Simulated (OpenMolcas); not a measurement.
## Au3+: moving or changing the point charges

Au3+ among 2 point charges of -2 e arranged as a linear pair (D∞h), 1.8 Å from the ion.
```
   0.0000    0.0000    1.8000  -2.00
   0.0000    0.0000   -1.8000  -2.00
```

```
Program             : OpenMolcas
Method              : CASSCF
Basis               : ANO-RCC-VDZP [7s6p4d2f]
Scalar Hamiltonian  : DKH2, point nucleus
Active space        : 8 electrons in 5 orbitals (5d)
State averaging     : 2S+1 = 3 even, 10 roots; 2S+1 = 1 even, 15 roots
Spin-orbit coupling : RASSI with atomic mean-field integrals over the reference wave functions
```

Runs around this geometry, states (labels by Λ). Energies in cm-1 above the lowest state or level, χT in cm3 K/mol.

| R (Å) | q (e) | Ground state | First state of that spin | First gap with spin-orbit (degeneracies) | χT at 300 K | First state of another spin |
| --- | --- | --- | --- | --- | --- | --- |
| 1.8 | -1.3 | 3Π | 3Σ 2027 | 986.3 (1, 2) | 1.267 | 1Σ 5057 |
| 1.72 | -2 | 3Π | 3Σ 1665 | 1375 (1, 2) | 0.811 | 1Σ 3119 |
| 1.8 | -2 | 3Π | 3Σ 1509 | 1290 (1, 2) | 0.905 | 1Σ 3727 |
| 1.9 | -2 | 3Π | 3Σ 1271 | 1129 (1, 2) | 1.087 | 1Σ 4635 |

Taking the first state of the same spin as R^-n, n = -ln(1271 / 1665) / ln(1.9 / 1.72) = 2.7 between the shortest and longest distance.

Scaling the charges by -1.3 / -2 = 0.65 scales the first state of the same spin by 2027 / 1509 = 1.34; with fixed orbitals a first-order splitting would follow the charge.

Without dynamic correlation the repulsion within the d shell is too large (B by tens of per cent), so at a given field states of lower spin stand too high. Real 4d8 and 5d8 ions are as a rule square planar and diamagnetic. Spin-orbit coupling mixes the spin-free states strongly: the lowest level takes only 50 % from its leading state, 3Π (figures for R = 1.8, q = -1.3; the like holds for R = 1.72, q = -2, R = 1.8, q = -2, R = 1.9, q = -2). This is an electrostatic model: the charges have no orbitals. No measured value stands beside these numbers.
